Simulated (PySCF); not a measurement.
GeHClBr2, SMILES [Br][GeH]([Br])[Cl]. The structure is a stationary point at B3LYP-D3(BJ)/def2-SVP.

All values below come from B3LYP-D3(BJ)/def2-SVP (PySCF).

Harmonic wavenumbers (cm⁻¹): 95, 118, 144, 286, 327, 427, 686, 703, 2168. Rotational constants (GHz): 1.531, 0.8416, 0.5857; symmetry number 1.

Work out the zero-point energy and the ideal-gas rigid-rotor harmonic-oscillator thermochemistry at 298.15 K and 1 atm.

ZPE = ½ Σ hcν = ½ × 4954 cm⁻¹ = 29.63 kJ/mol. H − E(el) = 48.57 kJ/mol. Entropy in J/(mol K): translation 178.52, rotation 127.33, vibration 57.36, total 363.21. G − E(el) = -59.72 kJ/mol. Cp = 84.37 J/(mol K). Modes under 150 cm⁻¹ make the vibrational entropy uncertain.
